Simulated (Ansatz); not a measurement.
InP, triplet, geometry from GFN2-xTB (such geometries of metal compounds can be far from the true shape) (core potentials on In). Base run: HF/def2-TZVP run with Ansatz (a quantum-chemistry and plane-wave program).

Ansatz was given this input:
Ansatz 0.2 input:
```yaml
crystal:
  periodic: [false, false, false]
  atoms:
    - {symbol: In, position_ang: [-0.00000000, -0.00000000, -0.61389725]}
    - {symbol: P, position_ang: [0.00000000, 0.00000000, 2.00539769]}
basis:
  gaussian:
    orbitals: def2-TZVP
hamiltonian:
  xc: hf
magnetization: {spin_polarized: true, initial_magnetization: 2}
```

Each row names what was changed in the base input (with any setting that the change needs).

| change | basis functions | E (Eh) |
|---|---|---|
| base | 87 | -529.95056 |
| basis = jorge-DZP-DKH; relativity = spin-free X2C; nucleus = Gaussian | 72 | -6214.60395 |
| basis = jorge-DZP-DKH; relativity = spin-free X2C | 72 | -6214.72913 |
| basis = x2c-TZVPall; relativity = spin-free X2C; nucleus = Gaussian | 97 | -6219.79736 |
| basis = x2c-TZVPall; relativity = none | 97 | -5974.26236 |
| basis = x2c-SVPall; relativity = none | 54 | -5962.27914 |
| basis = x2c-SVPall; relativity = spin-free X2C | 54 | -6219.15467 |
| basis = jorge-DZP-DKH; relativity = none | 72 | -6020.02087 |
| basis = x2c-SVPall; relativity = spin-free X2C; nucleus = Gaussian | 54 | -6219.04418 |
| basis = x2c-TZVPall; relativity = spin-free X2C | 97 | -6219.92168 |

Total energies compare only within one method and basis.

Ansatz warned in this series: the basis is contracted for relativity, which the run leaves out.

Basis sets contracted for a relativistic Hamiltonian are a mismatch without it, so the rows without relativity aren't non-relativistic limits. No row has spin-orbit coupling; sets with core potentials leave out the core electrons.
